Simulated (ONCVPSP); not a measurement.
**Plane-wave convergence, ONCV potential for Si (Z = 14)**

Si, optimised norm-conserving Vanderbilt (ONCV), made with ONCVPSP 4.0.1 (PW91, scalar-relativistic). Core [Ne], reference 3s1.5 3p2.5. Waves: 3s: rc 1.40 bohr, ncon 4, nbas 8, qcut 4.3 1/bohr, local; 3p: rc 2.15 bohr, ncon 4, nbas 9, qcut 3.1 1/bohr, 3 projectors, debl 2.7 Ha. Local part: the s channel. Core correction: Teter function, fcfact 6, rcfact 1.2.

Problem. For each optimised wave give the share of its norm inside rc, the residual kinetic energy above qcut (Ha) and the cutoffs (Ha) for errors of 10, 1, 0.1 and 0.01 mHa per electron.

Solution.

```
         wave  norm inside rc  residual KE  10 mHa  1 mHa  0.1 mHa  0.01 mHa
           3s           0.173      5.9e-04     5.0    7.9     75.8      93.8
           3p           0.351      7.1e-05     2.1    3.1      4.4      38.0
p projector 2           0.179      2.5e-02     5.6    8.7     26.4      68.0
p projector 3           0.178      1.1e+00    10.9   16.3     46.1      92.8
```

The occupied waves need 7.9 Ha and 76 Ha for 1 and 0.1 mHa.
